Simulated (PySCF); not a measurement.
Relaxation of singlet AsO₃⁻

Method: PBE0 in PySCF with As def2-SVPD, O def2-SVPD; no relativity; density-fitted integrals. A (50,194) grid was used.

A hand-made T-shaped start, of C2v symmetry, held to at least that symmetry:

Coordinates in bohr (charge -1 multiplicity 1):
```
As    0.0000    0.0000   -0.4499
O     0.0000    0.0000    2.7815
O     3.2295    0.0000   -0.3371
O    -3.2295    0.0000   -0.3371
```

**Question.** What forces act on the atoms at the start (eV/Å)?

**Answer.** 
```tsv
atom	Fx	Fy	Fz
As1	0.00	0.00	8.26
O2	0.00	0.00	-0.17
O3	0.03	0.00	-4.04
O4	-0.03	0.00	-4.04
```

**Question.** What does it relax to?

**Answer.** It ends at D3h with As–O 1.642 Å (×3); O–As–O 120.0° (×3) (after a last refinement on a finer grid). A frequency run shows a minimum.

**Question.** How much energy is released, and in how many steps?

**Answer.** 386.7 kJ/mol in 7 steps.
